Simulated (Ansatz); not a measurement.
The cluster Rb₄H₄⁻. Charge -1, multiplicity 2. Geometry PBE0-D4/def2-SVP, that of the neutral singlet; atoms count from 1.

Cartesian coordinates in Å:
```
Rb -1.138 -0.755 1.580
Rb 1.131 0.746 -1.589
Rb 3.655 -2.165 -0.468
Rb -3.648 2.175 0.478
H -3.543 0.303 2.256
H 1.275 -1.389 0.430
H 3.550 -0.295 -2.248
H -1.282 1.380 -0.439
```

In the def2 sets Rb takes a core potential; there is no spin–orbit coupling. The highest occupied level of the charge -1 doublet lies above zero (up to 0.43 eV). By energy differences its removal costs 0.40 eV (vertical, to the charge 0 singlet, at PBE0-D4/def2-TZVPD); a positive level beside a positive removal energy at the same level points to self-interaction error. The structure comes from a short search, and lower isomers may exist.

Q: Estimate the Mulliken populations from the PBE0/def2-TZVPD orbitals of Ansatz.

A: 
| atom | charge (e) | spin (α − β) |
| --- | --- | --- |
| Rb1 | 0.63 | -0.03 |
| Rb2 | 0.63 | -0.03 |
| Rb3 | 0.06 | 0.52 |
| Rb4 | 0.06 | 0.52 |
| H5 | -0.57 | 0.01 |
| H6 | -0.63 | 0.00 |
| H7 | -0.57 | 0.01 |
| H8 | -0.63 | 0.00 |
Mulliken values and Mayer orders depend strongly on the basis. With diffuse functions, as here, like atoms can get unlike values, and bond orders can come out too low or too high.

Q: Where does the spin sit?

A: Summed by element: Rb 0.98, H 0.02, of 1 unpaired in all. Largest on single atoms: Rb3 0.52, Rb4 0.52, Rb2 -0.03.
